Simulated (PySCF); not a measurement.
Computed with M06-2X/def2-TZVP // B3LYP-D3(BJ)/def2-TZVP (PySCF 2.14.0). Isolated molecules, 0 K electronic values unless said otherwise. One relaxed conformer stands for a flexible species; it need not be the lowest. Delta-SCF ions had no search for a lower state. Excitations are Tamm–Dancoff values on a coarser integration grid. The basis has no diffuse functions, so Rydberg states are missing or too high.

Reference species (SMILES): `C[S@](=O)C=O` (O–S–C–O torsion 170°) (neutral, multiplicity 1).

S1–T1 gap (TDA): 0.46 eV
LUMO: -1.00 eV
vertical ionisation energy (Delta-SCF): 9.49 eV

Changed species: `CC#CC=O` (X = propynyl; the reference has X = methylsulfinyl).

Q: Predict the effect on the S1–T1 gap (TDA), LUMO and vertical ionisation energy (Delta-SCF).

A: the S1–T1 gap (TDA) rises by 0.04 eV, to 0.50 eV; the LUMO goes up by 0.21 eV, to -0.79 eV; the vertical ionisation energy (Delta-SCF) rises by 1.25 eV, to 10.74 eV.
